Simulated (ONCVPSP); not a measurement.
# Pseudopotential generation for Pt: ONCV, PBE, scalar-relativistic.

ONCVPSP 4.0.1 was run on this input:

```
# ATOM AND REFERENCE CONFIGURATION
# atsym  z   nc   nv     iexc    psfile
  Pt 78.00   10    4        4      upf
#
#   n    l    f
    1    0    2.00
    2    0    2.00
    2    1    6.00
    3    0    2.00
    3    1    6.00
    3    2   10.00
    4    0    2.00
    4    1    6.00
    4    2   10.00
    4    3   14.00
    5    0    2.00
    5    1    6.00
    5    2    9.00
    6    0    1.00
#
# PSEUDOPOTENTIAL AND OPTIMIZATION
# lmax
    2
#
#   l,   rc,      ep,       ncon, nbas, qcut
    0    1.20    0.00    3    6   13.10
    1    1.25    0.00    4    7    7.00
    2    2.10    0.00    4    9    5.90
#
# LOCAL POTENTIAL
# lloc, lpopt,  rc(5),   dvloc0
    4    5    1.05    1.00
#
# VANDERBILT-KLEINMAN-BYLANDER PROJECTORs
# l, nproj, debl
    0    2    1.70
    1    2    1.70
    2    2    1.90
#
# MODEL CORE CHARGE
# icmod, fcfact, rcfact
    0    0.00    0.00
#
# LOG DERIVATIVE ANALYSIS
# epsh1, epsh2, depsh
   -5.00    5.00    0.04
#
# OUTPUT GRID
# rlmax, drl
    6.00    0.01
#
# TEST CONFIGURATIONS
# ncnf
    4
# nvcnf
#   n    l    f
    4
    5    0    2.00
    5    1    6.00
    5    2    9.00
    6    0    0.00
#
    4
    5    0    2.00
    5    1    6.00
    5    2    8.00
    6    0    0.00
#
    4
    5    0    2.00
    5    1    6.00
    5    2    7.00
    6    0    0.00
#
    4
    5    0    2.00
    5    1    6.00
    5    2    8.00
    6    0    1.00
#
```

Command:

```bash
oncvpsp.x < Pt.dat > Pt.out
```

Resulting log (shortened: citation, most of the input echo, consistency checks and plot data are left out):

```
ONCVPSP  (Optimized Norm-Conservinng Vanderbilt PSeudopotential)
scalar-relativistic version 4.0.1

#   n    l    f        energy (Ha)
    1    0    2.00    -2.8825898E+03
    2    0    2.00    -5.0638549E+02
    2    1    6.00    -4.3878888E+02
    3    0    2.00    -1.1894639E+02
    3    1    6.00    -9.9265241E+01
    3    2   10.00    -7.7944108E+01
    4    0    2.00    -2.5560096E+01
    4    1    6.00    -1.9107263E+01
    4    2   10.00    -1.1275922E+01
    4    3   14.00    -2.5752918E+00
    5    0    2.00    -3.7417935E+00
    5    1    6.00    -2.0586542E+00
    5    2    9.00    -2.2568882E-01
    6    0    1.00    -2.0797764E-01

Reference configufation results
  iterations    29
  all-electron total energy (Ha)   -1.84135155D+04

Begin loop to  construct optimized pseudo wave functions
and semi-local pseudopoentials for all angular momenta

Calculating optimized projector #   1

 for l=   0

    Fraction of norm inside rc  0.805831
    Optimizing pswf for qcut=  13.11 a_B^-1,  ecut=  85.96 Ha
    Residual kinetic energy error=  1.12D-07 Ha
 ERROR pspot:  first pseudo wave function has node,          program will stop
 ERROR pspot: try changing psp parameters for this l
```

The run stopped because the optimised pseudo-wave of the first projector has a node, so the radial equation cannot be inverted for a potential.

The run took about 0.15 s on one core of a shared server CPU.
